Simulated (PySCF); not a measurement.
# I⁺: excitation energy

I⁺ [Kr] 4d10 5s2 5p4 (3P) → I⁺ [Kr] 4d10 5s1 5p5 (3P), as a difference of total energies. All numbers are calculated (PySCF 2.14, scalar relativity by spin-free X2C-1e, in x2c-TZVPPall). Correlated levels: valence and next inner shell: [Ar] 3d10 frozen. The calculations carry no spin-orbit coupling.

| method | excitation energy (eV) |
| --- | --- |
| UHF | 12.027 |
| MP2 (valence and next inner shell) | 11.097 |
| SCS-MP2 (valence and next inner shell) | 10.983 |
| CCSD (valence and next inner shell) | 10.667 |
| CCSD(T) (valence and next inner shell) | 10.182 |

Errors of the correlated levels include the incompleteness of this basis and the frozen core.

The coupled-cluster amplitudes are large for the upper state (T1 above 0.03 or a double amplitude above 0.15), so a single reference is strained.

Which method comes closest to the reference value, and which is furthest?

The reference is 9.986 eV (measured; NIST levels, between the centres of gravity of the two terms). Closest: CCSD(T) (valence and next inner shell) (error 0.196 eV); furthest: UHF (error 2.041 eV).
